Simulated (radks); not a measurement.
The numbers below are computed, except where a source is named.
Charge is removed step by step from the 3p down level of the palladium ion Pd3+, starting from [Ne] 3s2 3p(up 3, down 3) 3d10 4s2 4p6 4d7. Code: a radial shooting solver on a logarithmic mesh with Libxc functionals. Model: non-relativistic Kohn-Sham, TPSS, spin-polarised, spherical densities, point nucleus; open shells are filled with parallel spins first (spin-orbit coupling, left out, can overturn this in heavy ions); meta-GGA in the generalised Kohn-Sham scheme; relativity is left out, which matters for an element this heavy.

[
 {"removed (e)": "0", "E - E(0) (eV)": "0.000", "eigenvalue (eV)": "-549.12", "E minus straight line (eV)": "0.000"},
 {"removed (e)": "0.1", "E - E(0) (eV)": "55.093", "eigenvalue (eV)": "-552.74", "E minus straight line (eV)": "-1.655"},
 {"removed (e)": "0.2", "E - E(0) (eV)": "110.55", "eigenvalue (eV)": "-556.38", "E minus straight line (eV)": "-2.947"},
 {"removed (e)": "0.3", "E - E(0) (eV)": "166.37", "eigenvalue (eV)": "-560.04", "E minus straight line (eV)": "-3.874"},
 {"removed (e)": "0.4", "E - E(0) (eV)": "222.56", "eigenvalue (eV)": "-563.71", "E minus straight line (eV)": "-4.435"},
 {"removed (e)": "0.5", "E - E(0) (eV)": "279.11", "eigenvalue (eV)": "-567.41", "E minus straight line (eV)": "-4.627"},
 {"removed (e)": "0.6", "E - E(0) (eV)": "336.04", "eigenvalue (eV)": "-571.12", "E minus straight line (eV)": "-4.449"},
 {"removed (e)": "0.7", "E - E(0) (eV)": "393.34", "eigenvalue (eV)": "-574.85", "E minus straight line (eV)": "-3.899"},
 {"removed (e)": "0.8", "E - E(0) (eV)": "451.01", "eigenvalue (eV)": "-578.59", "E minus straight line (eV)": "-2.975"},
 {"removed (e)": "0.9", "E - E(0) (eV)": "509.06", "eigenvalue (eV)": "-582.36", "E minus straight line (eV)": "-1.676"},
 {"removed (e)": "1", "E - E(0) (eV)": "567.48", "eigenvalue (eV)": "-586.13", "E minus straight line (eV)": "0.000"}
]

Removing the whole electron costs 567.48 eV by Delta-SCF, against 549.12 eV from minus the eigenvalue at the starting occupation. Slater's transition state (half an electron removed) gives 567.41 eV. Integrating minus the eigenvalue over the occupation (Janak's theorem) gives 567.48 eV. The mean slope of the eigenvalue, de/dn, is 37.0 eV per electron.
